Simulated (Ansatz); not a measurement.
# A cut through the energy surface

SnH₃ (SMILES [SnH3]), doublet, at its PBE0-D4/def2-TZVP minimum:

Sn1  (0.280, -0.212, -0.272)
H2  (1.055, 0.011, 1.242)
H3  (-1.125, -1.172, -0.064)
H4  (-0.155, 1.313, -0.926)
(Å)

The bond length Sn1–H4 (1.715 Å at the minimum) is set to the values below, the two halves moving rigidly along the bond. Each method's energies count from its own value at the PBE0-D4 minimum structure. Computed with Ansatz 0.2.0 (basis: def2-TZVPP); correlated methods freeze the cores; orbitals are unrestricted. Filled d shells of the heavier atoms are correlated. Core potentials replace the inner electrons of the atoms past krypton. The def2 sets are not built for correlating such inner shells, so the correlated values are less sure here. B3LYP uses VWN-RPA correlation.

CCSD(T) energies along the scan:
```
bond length (Å)  CCSD(T) (eV)
          1.475         0.495
          1.525         0.279
          1.599         0.084
          1.686         0.001
          1.781         0.037
          1.884         0.177
          1.994         0.396
          2.109         0.667
          2.229         0.967
```
They count from the CCSD(T) energy at the PBE0-D4 minimum.

Minimum and curvature along this coordinate at CCSD(T): A fifth-order fit through the nearest points gives 1.702 Å, with a curvature of about 14 eV/Å².

Task: Treat the two halves as rigid bodies and work out the harmonic wavenumber of this stretch from that curvature (ν̃ = 521.5 √(k/μ) cm⁻¹ with k in eV/Å² and μ in u).

Result: The halves weigh 120.73 and 1.01 u, so μ = 120.73 × 1.01/121.74 = 1.002 u and ν̃ = 521.5 √(14/1.002) ≈ 1900 cm⁻¹. A true normal mode mixes in other motions, so this is a guide only.

Largest difference from the CCSD(T) curve over the scan: PBE-D4 0.187; r2SCAN-D4 0.071; B3LYP-D4 0.138 eV. Each curve counts from its own value at the minimum.

T1 diagnostic: at most 0.024. ⟨S²⟩ of the unrestricted Hartree–Fock references: 0.75 to 0.79 (a pure state has 0.75).

For scale, one of the runs: CCSD(T)/def2-TZVPP, 92 basis functions (an equivalent command: `ansatz run in.yaml --threads 2`). Hardware: 2 CPU threads, shared host. Wall time 4.6 s; peak host memory 0.6 GiB.
